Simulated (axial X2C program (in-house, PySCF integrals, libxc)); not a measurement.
## What spin–orbit coupling does to CrO

All values were computed with an axial X2C code built on PySCF integrals. Spin-free means the one-electron spin-free X2C Hamiltonian; two-component (2c) means X2C with spin–orbit coupling and atomic mean-field two-electron Coulomb and Gaunt terms, so the difference of the two also holds small scalar two-electron terms. Basis: Cr dyall-cv3z [9s10p6d3f2g], O dyall-av3z [7s6p3d2f] (cores contracted in-house); Gaussian nuclei, density fitting, unrestricted open shells. Masses: Cr 51.941 u, O 15.995 u.

Spin-free state: M_S = 2, Λ = 1 (beyond evenly filled blocks: σα, π+α, δ+α, δ-α); fragments Cr + O.

```
level  Re (Å)  ωe (cm⁻¹)  De (eV)  μ (D)
 PBE0   1.601      893.9    4.125  -4.11
  LDA   1.580      996.5    6.423  -3.40
```

Dipoles are positive if O is the positive end.

Two-component determinant lowest at the distance of the search:

Ω = 1 (⟨Sz⟩ = 2.00, ⟨Lz⟩ = -1.00 at PBE0); fragments Cr + O.

```tsv
level	Re (Å)	ωe (cm⁻¹)	De (eV)	μ (D)
PBE0	1.601	894.2	4.135	-4.11
LDA	1.580	996.5	6.435	-3.40
```

Question: From the two tables, how do the constants change at the PBE0 level (2c against spin-free)?

Answer: At the PBE0 level Re is unchanged within 0.001 Å and ωe increases by 0.3 cm⁻¹; De is not compared, since the atomic limits differ or miss part of their spin–orbit lowering.

Occupations by symmetry block were frozen at the best pattern of an incomplete PBE0 search. De is counted from the lowest determinant-based energies of the atoms at the same level, without counterpoise correction. Density functionals use the spin component along the axis (collinear). The 2c atoms are single determinants rather than J levels; their spin–orbit lowering is only partly caught, and De is too large by that part. This holds for PBE0, LDA. Without a current term, density functionals place determinants with orbital angular momentum somewhat too high. With several unpaired electrons one determinant need not be a pure state. Open-shell Ω = 0 determinants with evenly filled partner blocks cannot be reached by this program, so the Ω shown need not be the lowest component. The determinant is spin-polarised beyond a pure state at some levels (its spin-free form has ⟨S²⟩ too high), which makes Re and μ there less reliable.
